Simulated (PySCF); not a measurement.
Bond curve of GeN⁻

Set-up: Ge aug-pcseg-1, N aug-pcseg-1; no relativity (PySCF 2.14). Energies in eV from Ge⁻ + N in their ground configurations at the same level. State: ¹Σ⁺ (singlet), closed shell.

```tsv
R (Å)	M06-2X
1.450	-2.673
1.517	-3.655
1.585	-4.194
1.635	-4.384
1.686	-4.432
1.737	-4.371
1.804	-4.163
1.888	-3.759
1.990	-3.145
2.124	-2.223
```

Q: Put a parabola through the three lowest points of the M06-2X curve and estimate Re, k and ωe (reduced mass 11.77 u; 1 eV/Å² = 0.16022 mdyn/Å; ωe = 1302.8·√(k/μ) cm⁻¹).

A: Through R = 1.635, 1.686, 1.737 Å the second-order coefficient is 21.0 eV/Å², so Re ≈ 1.683 Å, k ≈ 6.71 mdyn/Å and ωe ≈ 984 cm⁻¹. A polynomial fit of higher order to the unrounded M06-2X energies gives Re = 1.681 Å, k = 6.99 mdyn/Å, ωe = 1004 cm⁻¹; anharmonicity and rounding make the difference.

The higher-order fit for each curve: M06-2X: Re = 1.681 Å, ωe = 1004 cm⁻¹, De = 4.43 eV.

For an ion De counts to the pair picked by the measured ionisation energies or electron affinities, which need not be the lowest pair at this level.
